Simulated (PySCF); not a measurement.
Working out the ionisation energy of P⁺

P⁺ [Ne] 3s2 3p2 (3P) → P²⁺ [Ne] 3s2 3p1 (2P). Computed with PySCF 2.14 in Sapporo-DZP-2012 (5s4p2d, 27 functions), with the spin-free X2C one-electron Hamiltonian (Gaussian nucleus). Frozen: [Ne]. Energies in hartree (1 hartree = 27.21139 eV):

```json
{"part": "UHF", "P⁺ (lower)": "-341.049245", "P²⁺ (upper)": "-340.343657"}
{"part": "CCSD correlation", "P⁺ (lower)": "-0.072217", "P²⁺ (upper)": "-0.057474"}
{"part": "(T)", "P⁺ (lower)": "-0.000997", "P²⁺ (upper)": "-0.000614"}
```

Q: What does Hartree-Fock give?

A: (-340.343657) − (-341.049245) = 0.705588 hartree = 19.200 eV.

Q: What do CCSD and CCSD(T) give?

A: The CCSD correlation energies differ by 0.014743 hartree = 0.401 eV and the triples by 0.000383 hartree = 0.010 eV, so CCSD gives 19.601 eV and CCSD(T) 19.611 eV.

Reference: 19.769 eV (semi-empirical (NIST evaluation); NIST Atomic Spectra Database, ionization energies), between the lowest levels; spin-orbit coupling is absent from the calculation.

A double-zeta basis recovers only part of the correlation energy.

What remains against the reference includes basis incompleteness, the frozen core and higher excitations.
